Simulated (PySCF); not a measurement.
A run for PySCF: R-BP86/6-31G* on CH4BrF (a complex), monomers drawn apart or pushed together.

```python
from pyscf import gto, scf, dft, mp
from pyscf.data.elements import chemcore

mol = gto.M(
    atom='''
    F    -0.03944370   -0.14847424    0.64158482
    H    -0.06251873   -0.64868843    1.43193789
    C    -0.29554762    0.91273315    4.77127082
    Br   -0.21733480   -1.05095795    4.70548252
    H    -1.23400068    1.17876359    5.24350003
    H    -0.24578302    1.26591535    3.74771697
    H     0.55513972    1.24628946    5.35397030
    ''',
    basis='6-31g*',
    cart=True,
    charge=0, spin=0, verbose=3, max_memory=1800)
mf = dft.RKS(mol, xc='b88,p86')
mf.conv_tol = 1e-8
mf.max_cycle = 100
mf.kernel()
if not mf.converged:
    mf = mf.newton().run(mf.mo_coeff, mf.mo_occ)
```

### Question
What total energy does the run end on?

### Answer
-2714.4616 hartree.
